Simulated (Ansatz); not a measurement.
Ansatz (a quantum-chemistry and plane-wave program) input:

Ansatz 0.2 input:
```yaml
crystal:
  periodic: [false, false, false]
  atoms:
    - {symbol: B, position_ang: [0.04069829, 0.02907662, 0.00308599]}
    - {symbol: C, position_ang: [1.56291552, -0.19361388, 0.01774621]}
    - {symbol: C, position_ang: [-0.97308882, -1.17918095, -0.11100501]}
    - {symbol: N, position_ang: [-0.44537804, 1.34819634, 0.09438336]}
    - {symbol: H, position_ang: [2.01403936, -1.17790907, -0.04853121]}
    - {symbol: H, position_ang: [2.28411430, 0.61566780, 0.09504411]}
    - {symbol: H, position_ang: [-2.02328967, -0.87676925, -0.10967778]}
    - {symbol: H, position_ang: [-0.79503337, -1.75066455, -1.02744769]}
    - {symbol: H, position_ang: [-0.83139579, -1.88458473, 0.71391501]}
    - {symbol: H, position_ang: [-1.42607739, 1.57380587, 0.09125539]}
    - {symbol: H, position_ang: [0.15283719, 2.15446542, 0.16888148]}
basis:
  gaussian:
    orbitals: def2-TZVPD
hamiltonian:
  xc: {name: B97M-V}
magnetization: {spin_polarized: true, initial_magnetization: 1}
output: {forces: true}
```

**Question.** Which total energy does the run end on?

**Answer.** -160.09794 Eh (B97M-V/def2-TZVPD). The basis has 211 functions.

It need not be the lowest isomer of its formula.
